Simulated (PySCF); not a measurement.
This PySCF input asks for the NMR shieldings of CH$_{3}$Al$_{2}$Cl$_{4}$F; the geometry comes from GFN2-xTB.

```python
import basis_set_exchange as bse
import numpy as np
from pyscf import gto, dft
from pyscf.prop import nmr

atoms = """
F     2.961819    0.611345    1.741107
Al    2.401641   -0.440444    0.598461
Cl    3.540176   -1.742240   -0.441378
Cl    1.177787    0.847692   -0.726492
Al   -0.583888   -0.294164   -0.147872
C    -2.067902    0.757128    0.695424
Cl   -2.207691    1.016832   -1.111808
Cl    0.582339   -1.307108    1.438381
H    -0.742208   -1.469877   -1.126671
H    -2.997891    0.271680    0.992155
H    -2.058757    1.751828    1.142571
"""
names = dict.fromkeys(["F", "Al", "Cl", "C", "H"], "pcSseg-1")
basis = {el: gto.basis.parse(bse.get_basis(n, elements=[el], fmt="nwchem")) for el, n in names.items()}
mol = gto.M(atom=atoms, basis=basis, charge=0, verbose=0)
mf = dft.RKS(mol, xc="PBE0")
mf.grids.level = 2
mf.grids.alignment = dft.numint.BLKSIZE   # the property module wants whole blocks of grid points
mf.conv_tol = 1e-9
mf.kernel()

calc = nmr.RKS(mf)   # GIAO
C = mf.mo_coeff
Co = C[:, mf.mo_occ > 0]
resp = mf.gen_response(singlet=True, hermi=2)
def vind(x):   # induced exchange potential for any number of trial vectors
    d = np.einsum("pi,xij,qj->xpq", C, 2 * x.reshape(-1, C.shape[1], Co.shape[1]), Co, optimize=True)
    return np.einsum("xpq,pi,qj->xij", resp(d - d.transpose(0, 2, 1)), C, Co, optimize=True).ravel()
mo1, _ = nmr.rhf.solve_mo1(calc, with_cphf=vind)
sigma = calc.kernel(mo1)
for i, s in enumerate(sigma):   # ppm
    print("%2d %-2s %9.2f" % (i, mol.atom_pure_symbol(i), np.trace(s) / 3))
```

Q: What are the results?

A: 
```
 0 F     325.97
 1 Al    478.46
 2 Cl    968.89
 3 Cl    885.97
 4 Al    498.30
 5 C     155.02
 6 Cl    970.42
 7 Cl    836.72
 8 H      27.34
 9 H      28.77
10 H      28.48
```

These numbers come from an equivalent density-fitted implementation of the same equations, which agrees with the script to about 0.01 ppm for H and up to a few tenths of a ppm for heavy atoms, so last digits may differ.

Size and cost of the density-fitted run: 193 basis functions, 25 s wall time on 1 thread of an AMD EPYC 9R14, shared host; peak memory 0.9 GiB.
